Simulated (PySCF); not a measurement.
Compound: C7H8SSi.
SMILES with atom numbers: `[SiH3:1][c:2]1[cH:3][cH:4][c:5]([CH:6]=[S:7])[cH:8][cH:9]1` (hydrogens: H10, H11, H12 on Si1; H13 on C3; H14 on C4; H15 on C6; H16 on C8; H17 on C9)

Computed, not measured: PBE0-D3(BJ)/def2-SVP geometry optimisation, gas phase in PySCF 2.14.0.

(1) List the bond lengths, angles and torsions at this level.

Answers

(1) 
```json
{"bond": "Si1–C2", "length (Å)": "1.883", "order": "single"}
{"bond": "C2–C3, C2–C9", "length (Å)": "1.405", "order": "aromatic"}
{"bond": "C3–C4, C8–C9", "length (Å)": "1.388", "order": "aromatic"}
{"bond": "C4–C5, C5–C8", "length (Å)": "1.405", "order": "aromatic"}
{"bond": "C5–C6", "length (Å)": "1.460", "order": "single"}
{"bond": "C6=S7", "length (Å)": "1.625", "order": "double"}
{"bond": "Si1–H10, Si1–H11, Si1–H12", "length (Å)": "1.494", "order": "single"}
{"bond": "C3–H13, C9–H17", "length (Å)": "1.094", "order": "single"}
{"bond": "C4–H14, C8–H16", "length (Å)": "1.093", "order": "single"}
{"bond": "C6–H15", "length (Å)": "1.103", "order": "single"}
```

Bonds in one row agree within 0.01 Å and their mean is given. Orders are formal, as drawn. A selection of angles:
```json
{"angle": "Si1–C2–C3", "degrees": "120.6"}
{"angle": "C3–C2–C9", "degrees": "118.3"}
{"angle": "C2–C3–C4", "degrees": "120.9"}
{"angle": "C3–C4–C5", "degrees": "120.6"}
{"angle": "C4–C5–C6", "degrees": "119.1"}
{"angle": "C4–C5–C8", "degrees": "118.8"}
{"angle": "C6–C5–C8", "degrees": "122.1"}
{"angle": "C5–C6–S7", "degrees": "127.4"}
{"angle": "C5–C8–C9", "degrees": "120.5"}
```

Torsions: C4–C5–C6–S7 180° (antiperiplanar). The mirror-image conformer, all signs reversed, is as good.

The 6-membered ring C2–C3–C4–C5–C8–C9 has internal angles of 118.3° to 121.1°; it is planar, 0.00 Å rms from its mean plane, widest ring torsion 0°. The 9 heavy atoms lie in one plane (0.002 Å rms). The C–C distances run from 1.387 Å (C8–C9, aromatic) to 1.460 Å (C5–C6, drawn single), a spread of 0.073 Å. Si1 (SiH3 silicon) is tetrahedral (angles from 108.0° to 110.5°). Of the pairs four or more bonds apart, S7···H16 is among the closest relative to their van der Waals radii: 2.78 Å, 93 % of the sum of Bondi's values.

Point group: near Cs, missed by 0.13 Å at most; the miss may be what the optimiser left on a soft mode. No PBE0-D3(BJ)/def2-SVP frequencies stand behind this structure, so it isn't proved a minimum. One conformer, not necessarily the lowest.

On Arm Neoverse V1, one thread, no GPU, shared host with 32 logical CPUs at a one-minute load of 9.1, this took 92 s wall and 0.82 GiB of memory at its peak. That covers the optimisation of the geometry.
